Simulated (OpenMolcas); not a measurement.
# Multiconfigurational calculation on Hf2+

Input:

```
&GATEWAY
Coord
1

Hf 0.0 0.0 0.0
Basis=ANO-R2
Group=XYZ
NoMove
AngMom=0.0 0.0 0.0
AMFI
&SEWARD
&RASSCF
FileOrb=start.orb
Symmetry=1
Spin=3
nActEl=2 0 0
Inactive=15 19
Ras2=5 0
CIRoot=10 10 1
SDav=10
CIMx=300
Iter=120 100
PrWF=0.3
OrbListing=Nothing
MaxOrb=0
Atom
>>> COPY $Project.JobIph JOBPRE
&RASSCF
FileOrb=start.orb
Symmetry=1
Spin=3
nActEl=8 2 0
Inactive=15 16
Ras1=0 3
Ras2=5 0
CIRoot=10 10 1
SDav=580
CIMx=300
Iter=120 100
PrWF=0.3
OrbListing=Nothing
MaxOrb=0
Thrs=2.0e-7 1.0e-1 5.0e-4
Atom
>>> COPY $Project.JobIph JOB001
&RASSCF
FileOrb=start.orb
Symmetry=1
Spin=1
nActEl=8 2 0
Inactive=15 16
Ras1=0 3
Ras2=5 0
CIRoot=15 15 1
SDav=450
CIMx=300
Iter=120 100
PrWF=0.3
OrbListing=Nothing
MaxOrb=0
Thrs=2.0e-7 1.0e-1 5.0e-4
Atom
>>> COPY $Project.JobIph JOB002
&RASSI
NrOfJobIphs=2 10 15
1 2 3 4 5 6 7 8 9 10
1 2 3 4 5 6 7 8 9 10 11 12 13 14 15
IphNames
JOB001
JOB002
EJob
SpinOrbit
DIPRint=1.0
SOCoupling=1000.0
Subsets=2
MEES
Property=10
'ANGMOM' 1 'ANGMOM' 2 'ANGMOM' 3 'MLTPL  1' 1 'MLTPL  1' 2 'MLTPL  1' 3
'AMFI' 1 'AMFI' 2 'AMFI' 3 'MLTPL  2' 6
SOProperty=3
'ANGMOM' 1 'ANGMOM' 2 'ANGMOM' 3
```

Launched by
```bash
OMP_NUM_THREADS=1 MOLCAS_MEM=1689 MOLCAS_PROJECT=a pymolcas a.inp > a.log  # once for each step of the input, in one work folder
```

A driver script runs the steps one by one and writes start.orb anew before each from the orbitals found so far.

Output, cut to the results:

```
--- SEWARD ---
Basis set label: HF.ANO-R...8S6P5D3F1G.

      Electronic valence basis set:
      ------------------
      Associated Effective Charge  72.000000 au
      Associated Actual Charge     72.000000 au
      Nuclear Model: Finite nucleus - Gaussian distribution
        Gaussian exponent, Xi/bohr**(-2):  1.50087E+08

      Shell  nPrim  nBasis  Cartesian Spherical Contaminant
         s      25       8        X
         p      20       6        X
         d      15       5                 X
         f      10       3                 X
         g       4       1                 X
                  Relativistic X2C integrals
                  Atomic mean-field integrals
--- RASSCF ---
Wave function specifications:
      -----------------------------

      Number of closed shell electrons          62
      Number of electrons in active shells       8
      Max number of holes in RAS1 space          2
      Max nr of electrons in RAS3 space          0
      Number of inactive orbitals               31
      Number of active orbitals                  8
      Number of secondary orbitals              42
      Spin quantum number                      1.0
      State symmetry                             1
Orbital specifications:
      -----------------------

      Symmetry species                           1   2
                                                ag  au
      Frozen orbitals                            0   0
      Inactive orbitals                         15  16
      Active orbitals                            5   3
      RAS1 orbitals                              0   3
      RAS2 orbitals                              5   0
      RAS3 orbitals                              0   0
      Secondary orbitals                        22  20
      Deleted orbitals                           0   0
      Number of basis functions                 42  39
      Number of CSFs                           580
      Number of root(s) required                10
      Iter CI   SX   CI       RASSCF       Energy    max ROT     max BLB   max BLB  Level Ln srch  Step   QN
          iter iter root      energy       change     param      element    value   shift minimum  type update
 Nr of preliminary CI iterations:   1
      Total energies have been shifted. Add               -15000.00 au
        1   1    7    0   -72.89912501    0.00E+00   1.51E-02   16  29 1 -5.44E-03*  0.16   0.00    SX    NO
        2   1    7    0   -72.90032993   -1.20E-03* -1.84E-03   17  24 2  7.78E-03*  0.17   0.00    SX    NO
        3   1    7    0   -72.90039565   -6.57E-05* -1.35E-03   14  38 2 -5.88E-03*  0.17   0.00    SX    NO
        4   1    7    0   -72.90039919   -3.54E-06* -7.48E-04   14  38 2  5.73E-03*  0.17   0.00    SX    NO
        5   1    7    0   -72.90039772    1.47E-06* -5.36E-04   14  38 2 -5.97E-03*  0.17   0.49    SX   YES
        6   1    7    0   -72.90042413   -2.64E-05*  1.55E-04   14  38 2  2.45E-03*  0.17   0.71    QN   YES
        7   1    5    0   -72.90042954   -5.41E-06*  7.69E-06   17  24 2  1.83E-05   0.17   1.00    QN   YES
        8   1    4    0   -72.90042954   -8.73E-10   3.04E-06   17  24 2  4.65E-06   0.17   1.33    QN   YES
      Convergence after  8 iterations
        9   1    4    0   -72.90042954   -6.00E-11   3.04E-06   14  31 2  4.93E-07   0.17   1.33    QN   YES
      Natural orbitals and occupation numbers for root  1
      sym 1:   0.901131   0.005577   0.106473   0.901173   0.106388
      sym 2:   1.992762   1.993386   1.993110
      Natural orbitals and occupation numbers for root  2
      sym 1:   0.955813   0.051727   0.955830   0.051785   0.005587
      sym 2:   1.993282   1.992851   1.993126
      Natural orbitals and occupation numbers for root  3
      sym 1:   0.005630   0.832354   0.832443   0.175070   0.175244
      sym 2:   1.993192   1.993412   1.992654
::    RASSCF root number  1 Total energy: -15072.91276680
::    RASSCF root number  2 Total energy: -15072.91276680
::    RASSCF root number  3 Total energy: -15072.91276680
::    RASSCF root number  4 Total energy: -15072.91276680
::    RASSCF root number  5 Total energy: -15072.91276680
::    RASSCF root number  6 Total energy: -15072.91276680
::    RASSCF root number  7 Total energy: -15072.91276680
::    RASSCF root number  8 Total energy: -15072.87164260
::    RASSCF root number  9 Total energy: -15072.87164260
::    RASSCF root number 10 Total energy: -15072.87164260
--- RASSCF ---
Wave function specifications:
...
--- RASSI ---
SPIN-FREE ENERGIES:
  (Shifted by EMIN (a.u.) =     -15072.9127667984)

 SF State       Relative EMIN(au)   Rel lowest level(eV)    D:o, cm**(-1)      L_eff

     1             0.0000000000        0.0000000000              0.0000         3.0
     2             0.0000000000        0.0000000000              0.0000         3.0
     3             0.0000000000        0.0000000000              0.0000         3.0
     4             0.0000000000        0.0000000000              0.0000         3.0
     5             0.0000000000        0.0000000000              0.0000         3.0
     6             0.0000000000        0.0000000000              0.0000         3.0
     7             0.0000000000        0.0000000000              0.0000         3.0
    11             0.0346405624        0.9426177225           7602.7247         2.0
    12             0.0346405624        0.9426177225           7602.7247         2.0
    13             0.0346405624        0.9426177225           7602.7247         2.0
    14             0.0346405624        0.9426177225           7602.7247         2.0
    15             0.0346405624        0.9426177225           7602.7247         2.0
    10             0.0411242007        1.1190465093           9025.7188         1.0
     8             0.0411242007        1.1190465093           9025.7188         1.0
     9             0.0411242007        1.1190465093           9025.7188         1.0
    16             0.0576807140        1.5695721873          12659.4534         4.0
    17             0.0576807140        1.5695721873          12659.4534         4.0
    18             0.0576807140        1.5695721873          12659.4534         4.0
    19             0.0576807140        1.5695721873          12659.4534         4.0
    20             0.0576807140        1.5695721873          12659.4534         4.0
    21             0.0576807140        1.5695721873          12659.4534         4.0
...
```

Levels above the lowest, from the spin-orbit matrix, grouped by J:

| Configuration | Term | J | E (cm-1) | g | Term weight % | Second |
| --- | --- | --- | --- | --- | --- | --- |
| 5d2 | 3F | 2 | 0.0 | 0.689 | 94 | 6 1D |
| 5d2 | 3F | 3 | 3808 | 1.084 | 100 |  |
| 5d2 | 3F | 4 | 7439 | 1.241 | 96 | 4 1G |
| 5d2 | 3P | 0 | 10837 |  | 96 | 4 1S |
| 5d2 | 1D | 2 | 11133 | 1.159 | 60 | 35 3P |
| 5d2 | 3P | 1 | 12845 | 1.501 | 100 |  |
| 5d2 | 3P | 2 | 16909 | 1.319 | 65 | 34 1D |
| 5d2 | 1G | 4 | 17864 | 1.009 | 96 | 4 3F |
| 5d2 | 1S | 0 | 34316 |  | 96 | 4 3P |

Without dynamic correlation excited terms often stand tens of per cent too high (terms of higher spin than the ground term too low), and those without a measured partner can miss by more than the paired ones. Active for correlation alone: 5p; no level in the range computed is led by a configuration that opens it, so any true level of that kind is missing. Levels of configurations outside the active space are missing. The first state left out of the spin-orbit step lies near 570000 cm-1 above the lowest spin-free state of the reference (among the parities and spins computed), and the list stops at four fifths of that energy or lower.

The term weight is that of the spin-free term in the level, not the purity of its configuration.
